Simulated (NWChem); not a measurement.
Species: HS2, doublet; SMILES [S]S

```xyz
3

S      0.0124    -1.0382     0.0000
S      0.0671     0.9570     0.0000
H     -1.2730     1.2990     0.0000
```
Atoms are numbered in this order, from 1.

Program: NWChem. Spin-unrestricted. In the optimisation the excess spin sits in a" (Cs, its own frame). Structure relaxed at the PBE-D3(BJ)/def2-SVP, spin-unrestricted level. No stability test was run on the SCF state. Total energies compare along this basis series because the functional is fixed.

| level | basis functions | energy (Ha) | highest occupied level (eV) | lowest empty minus highest occupied level, either spin (eV) | dipole (D) |
|---|---|---|---|---|---|
| CAM-B3LYP/STO-3G | 19 | -788.0802 | -4.36 | 6.30 | 1.01 |
| CAM-B3LYP/def2-SVP | 41 | -796.7223 | -8.23 | 5.87 | 1.58 |
| CAM-B3LYP/def2-SVPD | 62 | -796.7358 | -8.52 | 5.73 | 1.53 |
| CAM-B3LYP/def2-TZVP | 80 | -797.0079 | -8.40 | 5.80 | 1.54 |
| CAM-B3LYP/def2-TZVPD | 101 | -797.0099 | -8.48 | 5.76 | 1.47 |
| CAM-B3LYP/def2-TZVPP | 98 | -797.0086 | -8.41 | 5.80 | 1.53 |
| CAM-B3LYP/def2-QZVP | 170 | -797.0365 | -8.46 | 5.78 | 1.50 |
